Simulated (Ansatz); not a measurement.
Species: sum formula H7Si3O, net charge 0, doublet state. It need not be the lowest isomer of its formula. SMILES: O[Si]([SiH3])[SiH3]
Structure (B3LYP-D3(BJ)/def2-TZVP (Ansatz, a program for electronic structure) minimum search):
```xyz
11

O      0.0289     1.8334    -0.7710
Si    -0.1666     0.5499     0.2789
Si     1.9520    -0.3725     0.6552
Si    -1.7973    -0.9788    -0.4489
H     -0.7622     2.2376    -1.1389
H      1.7674    -1.5310     1.5638
H      2.6064    -0.8420    -0.5931
H      2.8407     0.6169     1.3101
H     -3.0855    -0.2659    -0.6479
H     -1.4546    -1.6588    -1.7261
H     -1.9772    -2.0053     0.6061
```
Charge 0, spin multiplicity 2.

Parts of the frozen-core correlation energy in cc-pV(D+d)Z (Ansatz, hartree). Frozen orbitals: 16; correlated occupied orbitals by spin: 13 and 12; virtual: 89 and 90. Open shells are spin-unrestricted. No spin-orbit coupling. Non-relativistic.

| term | value |
|---|---|
| reference (HF) | -945.74671 |
| MP2 opposite-spin | ? |
| MP2 same-spin | ? |
| CCSD correlation | -0.53973 |
| (T) | ? |
| T1 diagnostic | 0.016 |
| largest doubles amplitude | 0.030 |
| <S^2> of the reference | 0.760 |

**Question.** Fill in the missing entries.

**Answer.** 
- MP2 opposite-spin, value: -0.37534
- MP2 same-spin, value: -0.09803
- (T), value: -0.01410
